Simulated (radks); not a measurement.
Results of a calculation; reference values are marked as such.
All-electron atom: Pb LXXVIII in [He] 2s2 2p1.

Level of theory: Dirac Kohn-Sham, LB94 model potential, spin-unpolarised, spherical densities, finite nucleus; open shells fill j = l - 1/2 first; Fermi nuclear charge, rms radius 5.5012 fm (a radial shooting solver on a logarithmic mesh with Libxc functionals).

Energy parts (Ry):
| part | energy |
|---|---|
| kinetic | 25466.9427 |
| electron-nucleus | -46128.8503 |
| Hartree | 634.0071 |
(The LB94 potential has no energy functional, so no total or exchange-correlation energy is given.)

Orbitals (lengths in bohr, moments of r in powers of bohr; r(90%) holds 90 % of the orbital's charge):
orbital,occ.,eigenvalue (Ry),r(90%)
1s1/2,2,-7199.333,0.0293
2s1/2,2,-1779.850,0.101
2p1/2,1,-1759.309,0.0873
2p3/2,0,-1580.828,0.0980

The highest occupied level is 2p1/2 at -23937 eV. Summed over all electrons, <r^2> = 0.01409 bohr^2, which gives a Langevin (diamagnetic) susceptibility term of -0.0112 x 10^-6 cm^3/mol.
